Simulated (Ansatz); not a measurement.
CH3ClOS2W, SMILES `C[O][W](=[S])(=[S])[Cl]`. The species carries charge 0 and has multiplicity 1. Correlated methods include outer-core shells of W, which these sets cover unevenly. W: def2 effective core potential.

Z-matrix (Å, degrees):
```
C
W 1 3.090
O 1 1.404 2 19.6
H 1 1.093 2 99.5 3 -122.9
H 1 1.093 2 98.9 3 125.1
H 1 1.091 2 127.9 3 1.4
S 2 2.122 1 100.5 3 122.9
S 2 2.122 1 99.7 3 -126.4
Cl 2 2.258 1 126.2 3 -2.2
```

Problem. Give the diagnostics of a CCSD(T)/def2-TZVPP run (frozen core, the Gaussian-basis code of Ansatz). (An estimate is asked.)

Solution. Ansatz gave: T1 = 0.0214, largest single amplitude 0.047, largest double 0.046, (T) share of the correlation energy 5.9 %, 14 CCSD cycles. The RHF solution is stable towards an unrestricted one. T1 lies over the customary mark of 0.02 for closed shells; compounds of d metals often pass it without a breakdown.
